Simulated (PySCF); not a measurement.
Species: C8H11F2P.
SMILES with atom numbers: `[CH3:1][CH2:2][c:3]1[cH:4][c:5]([F:6])[c:7]([F:8])[p:9]1[CH2:10][CH3:11]`

Probes without a nucleus sit at each ring's centroid and 1 Å off its mean plane on both sides; NICS is minus the shielding there, NICSzz its component along the normal. Level: GIAO PBE0/pcSseg-1 (PySCF, non-relativistic, gas phase) on the GFN2-xTB geometry, one conformer.

Ring bond lengths (Å), with Mayer bond orders in brackets: C3–C4 1.346 (1.71), C4–C5 1.440 (1.13), C5–C7 1.346 (1.64), C7–P9 1.820 (0.93), P9–C3 1.825 (0.94).

Problem. What do the NICS probes read (ppm)?

Solution. 
| ring | type | NICS(0) | NICS(1), two faces | NICS(1)zz, two faces | rms pucker (Å) | centre to ring atoms, mean (Å) |
| --- | --- | --- | --- | --- | --- | --- |
| C3–C4–C5–C7–P9 | 5-membered ring with P; bonds drawn aromatic by RDKit's count | -7.0 | -4.8 / -4.9 | -6.2 / -5.3 | 0.04 | 1.32 |

Problem. What can be read from them?

Solution. 
- C3–C4–C5–C7–P9: mean NICS(1)zz -5.7 ppm, shielded. A hydrogen on C10, outside the ring, lies 1.86 Å from a NICS(1) probe.

Problem. How equal are the bonds by HOMA? HOMA = 1 − mean of α(R − Ropt)² over the ring bonds, with Krygowski's 1993 parameters (CC: Ropt 1.388 Å, α 257.7 Å⁻²; CP: Ropt 1.698 Å, α 118.91 Å⁻²).

Solution. 
- C3–C4–C5–C7–P9: HOMA -0.06; the largest term is that of P9–C3, α(R − Ropt)² = 1.93.

Problem. List the ring angles and the Hirshfeld charges of the ring atoms.

Solution. 
- C3–C4–C5–C7–P9: C3 111.3° (-0.039 e), C4 114.1° (-0.073 e), C5 114.2° (+0.052 e), C7 111.3° (-0.003 e), P9 88.4° (+0.174 e); sum 539.2° against 540° for a flat convex ring.

Problem. What are the shieldings of the ring atoms and their hydrogens in the same run (means over atoms taken as equivalent)?

Solution. 
```
  atoms                 environment  σ isotropic (ppm)  principal values of the symmetric part, first atom (ppm)
     C3     unsaturated ring carbon               30.7                                         -71.0, 4.4, 158.6
     C4  unsaturated ring CH carbon               56.1                                        -32.2, 70.7, 129.9
     C5     unsaturated ring carbon               32.4                                         -31.5, 54.0, 74.8
     C7     unsaturated ring carbon               19.0                                         -27.5, 12.3, 72.3
     P9             ring phosphorus              362.1                                       308.1, 374.5, 403.7
H on C4          hydrogen on carbon              25.17                                          22.9, 24.4, 28.2
```

Conformer computed: `[CH3:1][CH2:2][c:3]1[cH:4][c:5]([F:6])[c:7]([F:8])[p:9]1[CH2:10][CH3:11]`: C1–C2–C3–C4 108°, C7–P9–C10–C11 -76°.
